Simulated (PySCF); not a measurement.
Structure problem from calculated spectra and properties.

Formula: CH13PSi4.

| Quantity | Value |
| --- | --- |
| 13C NMR | chemical shifts (computed TMS as zero) by class: -4.5 (1 C) ppm [GIAO PBE0/pcSseg-1] |
| Polarisability | 160.9 au [B3LYP/def2-SVPD] |
| UV, strongest line | among the 8 lowest singlet transitions: S4 at 5.94 eV (209 nm, f = 0.042) [TDDFT B3LYP/def2-SVPD] |
| 1H NMR | chemical shifts (computed TMS as zero) by class: 4.32 (2 H), 3.56 (6 H), 0.97 (2 H), 0.36 (3 H) ppm [GIAO PBE0/pcSseg-1] |
| UV, first state | lowest singlet excitation: 5.30 eV (234 nm, f = 0.013) [TDDFT B3LYP/def2-SVPD] |
| NMR, other nuclei | isotropic shieldings of nuclei other than C and H, by class: 432 (1 Si), 442 (1 Si), 458 (2 Si), 628 (1 P) ppm [GIAO PBE0/pcSseg-1] |
| Dipole | 1.45 D [B3LYP/def2-SVPD] |
| Triplet | lowest triplet excitation (Tamm–Dancoff): 5.04 eV [TDA B3LYP/def2-SVPD] |
| Rotational structure | rotational constants A, B, C: 1.161, 0.761, 0.674 GHz [GFN2-xTB] |

The electronic properties come from PySCF, for the isolated species, density fitting. Levels stand in brackets. One conformer (not necessarily the lowest) at the GFN2-xTB geometry, without solvent, vibrations or thermal averaging. GFN2-xTB frequencies show an imaginary mode (29i cm⁻¹), so this geometry is no minimum at that level. NMR classes are plain means over equivalent atoms (diastereotopic ones count apart unless rotation or inversion swaps them), as if these changed places fast.

**Question.** What is the compound? Reason from the data.

**Answer.** Numbering: `[CH3:1][Si:2]([SiH3:3])([SiH3:4])[SiH2:5][PH2:6]`. The one carbon: Si-methyl carbon [C1] (-4.5 ppm). Hydrogen classes from least to most shielded: 2 H on an SiH2 silicon, Si5 (4.32 ppm), 6 H on 2 SiH3 silicons, Si3/Si4 (3.56 ppm), 2 H on a three-coordinate phosphorus, P6 (0.97 ppm), 3 H on an Si-methyl carbon, C1 (0.36 ppm). The other shieldings belong to: 432 ppm, SiH2 silicon [Si5]; 442 ppm, four-coordinate silicon [Si2]; 458 ppm, SiH3 silicon [Si3/Si4]; 628 ppm, three-coordinate phosphorus [P6]. S1 is mainly HOMO→LUMO (weight 0.98); the largest Löwdin shares of the orbital it empties are 0.63 on the three-coordinate phosphorus, 0.16 on the SiH2 silicon, 0.07 on a P–H hydrogen and 0.06 on a P–H hydrogen, of the orbital it fills 0.22 on the four-coordinate silicon, 0.18 on the SiH2 silicon, 0.12 on an SiH3 silicon and 0.10 on an SiH3 silicon. The optimised geometry has point group C1 and is an asymmetric top. Structure: `[SiH2]([Si]([SiH3])(C)[SiH3])P`. The assignments are read from this structure; whether some other isomer fits the data as well wasn't checked.

The values belong to the conformer `[CH3:1][Si:2]([SiH3:3])([SiH3:4])[SiH2:5][PH2:6]`: C1–Si2–Si5–P6 -173°, H–P6–Si5–Si2 -71°, H–P6–Si5–Si2 -164°.
